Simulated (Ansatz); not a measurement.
Consider the cleavage of the Si–Si bond: `BN(C=C)[SiH2][SiH3]` + `BN` → `BN[SiH3]` + `BN([SiH3])C=C`.

Calculated with Ansatz (gas phase, PBE0-D4/def2-TZVP geometries, no zero-point term in ΔE). CBS: MP2 limit from def2 TZ/QZ plus the TZ coupled-cluster correction, frozen cores. This one scheme is used for every species. DFT in def2-TZVPP. One conformer a species, not always the lowest.

**Question.** Is it downhill or uphill in electronic energy at CCSD(T)/CBS, and by how much? (Best estimate.)

**Answer.** The calculation gave: Downhill: ΔE = -39.7 kJ/mol.

**Question.** What do these levels give: r2SCAN-D4, BHLYP-D4, ωB97M-V, RPA@PBE/def2-TZVPP, HF/CBS(def2), MP2/CBS(def2)? (An estimate is asked.)

**Answer.** Computed: r2SCAN-D4 -30.9, BHLYP-D4 -42.8, ωB97M-V -41.1, RPA@PBE/def2-TZVPP -42.4, HF/CBS(def2) -63.5, MP2/CBS(def2) -46.4 kJ/mol.

Largest T1 diagnostic among the species: 0.014.

From PBE to PBE0 (25 % exact exchange), in def2-TZVPP and without D4, ΔE moves by −6.5 kJ/mol. At CCSD(T), def2-SVP lies +4.0 kJ/mol from the extrapolated value and def2-TZVPP −0.1 kJ/mol.
